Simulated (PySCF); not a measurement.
**Two probes of the same atoms: core binding energy and nuclear shielding**

Species: C4H9ClGe.
Numbering: `[CH2:1]=[CH:2][Ge@H:3]([CH3:4])[CH2:5][Cl:6]`

Binding energies: delta-SCF UKS SCAN, pcX-2 on the ionised atom, pcseg-1 elsewhere, spin-free X2C in PySCF 2.14.0. Shieldings: GIAO KT2/pcSseg-1, non-relativistic, same geometry.

| atom | isotropic shielding (ppm) |
| --- | --- |
| C1 | 53.3 |
| C2 | 49.9 |
| C4 | 191.0 |
| C5 | 146.7 |

Task: What are the C 1s binding energies of these atoms?

Result: 
| atom | environment | C 1s (eV) | isotropic shielding (ppm) |
| --- | --- | --- | --- |
| C2 | alkene CH carbon | 290.12 | 49.9 |
| C4 | sp3 carbon bound to germanium | 290.37 | 191.0 |
| C1 | terminal =CH2 carbon | 290.39 | 53.3 |
| C5 | sp3 C–Cl carbon | 291.51 | 146.7 |

Task: Among the listed atoms, is the one with the highest binding energy also the least shielded?

Result: No. The highest binding energy is at C5 (291.51 eV, shielding 146.7 ppm), the lowest shielding at C2 (49.9 ppm, 290.12 eV).

By binding energy: C2 < C4 ≈ C1 < C5. By shielding: C2 < C1 < C5 < C4.

Geometry: PBE0-D3(BJ)/def2-SVP, one conformer, isolated molecule.

The values belong to the conformer `[CH2:1]=[CH:2][Ge@H:3]([CH3:4])[CH2:5][Cl:6]`: C1–C2–Ge3–C4 -5°, C2–Ge3–C5–Cl6 -58°.
